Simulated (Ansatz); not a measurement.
A run on CH6GeS, SMILES `[CH3][GeH2][SH]` with other settings.

```yaml
crystal:
  periodic: [false, false, false]
  atoms:
    - {symbol: C, position_ang: [-0.902195, 0.859933, -0.920431]}
    - {symbol: Ge, position_ang: [0.255120, -0.632968, 0.195624]}
    - {symbol: S, position_ang: [0.829275, 0.022197, 1.776330]}
    - {symbol: H, position_ang: [-1.270989, 0.728019, -1.672820]}
    - {symbol: H, position_ang: [-0.071351, 1.528580, -0.920189]}
    - {symbol: H, position_ang: [-1.705392, 1.053067, -0.172042]}
    - {symbol: H, position_ang: [1.541182, -0.782330, -0.932299]}
    - {symbol: H, position_ang: [-0.717059, -1.889364, 0.364406]}
    - {symbol: H, position_ang: [1.820533, -0.666109, 2.116175]}
basis:
  gaussian: {orbitals: def2-TZVPP, fitting: {mean_field: def2-universal-jkfit}}
total_charge: 1
magnetization: {spin_polarized: true, initial_magnetization: 1}
hamiltonian: {xc: {name: rPW86-PBE}, dispersion: d3bj, pseudopotentials: {relativity: scalar}}
```

```sh
$ ansatz run in.yaml --threads 2 --pin off --events-out ev --progress --plain --max-ram 22528MiB --backend cpu
```

Output, abridged:

```
Functional definition: rPW86-PBE
577 factors; integrals over basis functions are off by at most 1.3e0 eV
mean field evaluation 1: about -68982.5907 eV, gradient 6.9e1 eV
mean field evaluation 2: about -68853.6267 eV, gradient 1.1e2 eV
mean field evaluation 4: about -69001.8624 eV, gradient 2.0e1 eV
mean field evaluation 8: about -69004.1752 eV, gradient 4.1e0 eV
mean field evaluation 16: about -69004.3123 eV, gradient 3.2e-2 eV
mean field -69004.31233544 eV, -2535.8617055246 hartree, gradient 1.0e-5 eV, S^2 0.757512; 3 other end points of the search recorded, 0 dependent functions left out
reference -69004.31244034 eV, -2535.8617093797 hartree; 30, 29 occupied and 175, 176 virtual orbitals, 577 factors
Total energy: -69004.49973871 eV, -2535.8685924678 hartree
Relativity: scalar
```

Hardware: 2 threads of an AMD EPYC 7R13 on a shared host. Wall time 11 s, peak host memory 0.42 GiB.
